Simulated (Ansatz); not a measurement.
Al8Sb7I3⁺. Charge 1, multiplicity 2. Geometry PBE-D4/def2-SVP, that of the neutral singlet; atoms count from 1.

Cartesian coordinates in Å:
```
Sb -1.622 1.039 1.905
Sb 2.439 2.350 1.605
Sb -3.643 -0.083 -1.972
Sb -0.307 2.509 -2.468
Sb 1.774 -2.192 1.723
Sb 3.132 -0.604 -2.361
Sb -1.428 -2.000 -1.734
Al -0.161 -0.866 0.439
Al -2.917 -0.795 0.402
Al 1.065 0.362 2.725
Al 0.385 1.861 -0.012
Al 0.514 -0.005 -2.093
Al 2.570 0.077 0.179
Al -2.342 1.980 -0.778
Al 2.059 -2.523 -0.952
I 0.901 -0.068 5.201
I -3.942 3.831 -0.144
I 1.523 -4.872 -1.665
```

In the def2 sets I, Sb take a core potential; there is no spin–orbit coupling. Single mean-field runs in def2-TZVP are fitted with def2-universal-jkfit.

Q: Estimate the Mulliken populations from the PBE0/def2-TZVP orbitals of Ansatz.

A: 
```
atom  charge (e)  spin (α − β)
 Sb1        0.04          0.04
 Sb2        0.10          0.08
 Sb3        0.13          0.04
 Sb4        0.13          0.11
 Sb5        0.05          0.07
 Sb6        0.06          0.04
 Sb7        0.09          0.06
 Al8       -0.31          0.12
 Al9        0.27          0.07
Al10        0.21         -0.01
Al11       -0.05          0.11
Al12        0.09          0.16
Al13        0.14          0.07
Al14        0.15          0.02
Al15        0.25         -0.01
 I16       -0.10          0.00
 I17       -0.13          0.02
 I18       -0.10          0.00
```
Mulliken values and Mayer orders depend strongly on the basis.

Q: Where does the spin sit?

A: Summed by element: Sb 0.44, Al 0.54, I 0.02, of 1 unpaired in all. Largest on single atoms: Al12 0.16, Al8 0.12, Al11 0.11.

Q: And the Mayer bond orders between bonded heavy atoms (over 0.3)?

A: Sb1–Al8 0.59 (2.81 Å); Sb1–Al9 0.77 (2.70 Å); Sb1–Al10 0.46 (2.89 Å); Sb1–Al11 0.45 (2.89 Å); Sb1–Al14 0.42 (2.93 Å); Sb2–Al10 0.83 (2.66 Å); Sb2–Al11 0.84 (2.66 Å); Sb2–Al13 0.86 (2.69 Å); Sb3–Sb7 0.83 (2.94 Å); Sb3–Al9 1.03 (2.58 Å); Sb3–Al14 0.73 (2.72 Å); Sb4–Al11 0.90 (2.63 Å); Sb4–Al12 0.81 (2.67 Å); Sb4–Al14 0.78 (2.70 Å); Sb5–Al8 0.82 (2.67 Å); Sb5–Al10 0.50 (2.83 Å); Sb5–Al13 0.60 (2.86 Å); Sb5–Al15 0.69 (2.71 Å); Sb6–Al12 0.87 (2.70 Å); Sb6–Al13 0.81 (2.69 Å); Sb6–Al15 0.93 (2.61 Å); Sb7–Al8 0.69 (2.76 Å); Sb7–Al9 0.51 (2.87 Å); Sb7–Al12 0.59 (2.81 Å); Al8–Al11 0.31 (2.82 Å); Al8–Al12 0.34 (2.76 Å); Al10–I16 1.16 (2.52 Å); Al11–Al12 0.31 (2.80 Å); Al14–I17 1.13 (2.53 Å); Al15–I18 1.17 (2.51 Å).
